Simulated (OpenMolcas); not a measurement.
# Tb³⁺: CASPT2 settings compared

```yaml
Program: OpenMolcas 26.06
Basis: ANO-RCC-VDZP [7s6p4d2f1g]
Scalar_Hamiltonian: DKH2, point nucleus
Active_space: 8 electrons in 7 orbitals (4f)
State_averaging: 2S+1 = 7 even, 7 roots; 2S+1 = 5 even, 31 roots
Spin-orbit_coupling: state interaction with AMFI integrals over the reference wave functions, term energies averaged over their components
```

Methods on the same reference wave functions:
A. CASSCF
B. SS-CASPT2, IPEA 0.35 Eh, imaginary shift 0.5 Eh (closed shells correlated: 4d 5s 5p)
C. SS-CASPT2, IPEA 0.75 Eh, imaginary shift 0.05 Eh (closed shells correlated: 5s 5p)
D. XMS-CASPT2, IPEA 0.4 Eh, no level shift (closed shells correlated: 5s 5p)

Energies in cm-1 above 4f8 7F6, the measured ground level; measured values from Martin, Zalubas and Hagan, Atomic Energy Levels: The Rare-Earth Elements, NSRDS-NBS 60 (1978).

```tsv
Level	A	B	C	D	Measured
4f8 7F6	0.0	0.0	0.0	0.0	0.0
4f8 7F5	2285	2320	2300	2290	2052
4f8 7F4	3779	3790	3780	3780	3314
4f8 7F3	4823	4830	4820	4820	4292
4f8 7F2	5534	5530	5530	5530	4978
4f8 7F1	5976	5960	5970	5970	5432
4f8 7F0	6188	6170	6180	6180	5654
4f8 5D4	24210	21760	23260	23840
```

Deviations, from unrounded energies. A percentage is the sum of absolute deviations over the sum of measured energies, with the sign that they share, or ± where signs differ.

```csv
Against measurement,Levels,A,B,C,D
mean absolute deviation (cm-1),6,480,480,480,480
fine structure of the ground term (%),6,+11.1,+11.2,+11.1,+11.1
```

A, B, C, D lie about equally close to measurement. The largest miss of C in the table is 4f8 7F2, by +550 cm-1. The ranking rests on the paired levels alone, and a cruder setting can come out closer through cancelling errors.

Among B to D the level of the table that moves most is 4f8 5D4, by 2100 cm-1 (lowest in B, highest in D). Moves below CASPT2's spread within the term are not significant.

The two smallest mean deviations differ by little beside CASPT2's spread within terms, so their order carries little weight.

The lowest spin-free term lies below A's lowest term by 0.808 hartree in B, 0.480 hartree in C, 0.498 hartree in D.

CASPT2 does not keep the components of a term degenerate, so their means are used; among the terms shown or strongly mixed into the levels shown the widest spread is 210 cm-1 (4f8 5D, D). High states are left out of the spin-orbit mixing, which shifts the levels that they would mix with. The basis is small and was not contracted for so high a charge. Without dynamic correlation excited terms often stand tens of per cent too high (terms of higher spin than the ground term too low), and those without a measured partner can miss by more than the paired ones (holds for A). Computed and measured levels are paired by configuration, term and J; levels that our copy of the source lacks, or whose pairing is in doubt (as where it misses far off the trend of its configuration), stay unpaired and out of the deviations. Only configurations of the active space appear. The table leaves out levels that lie high or whose names do not pair safely across all columns.
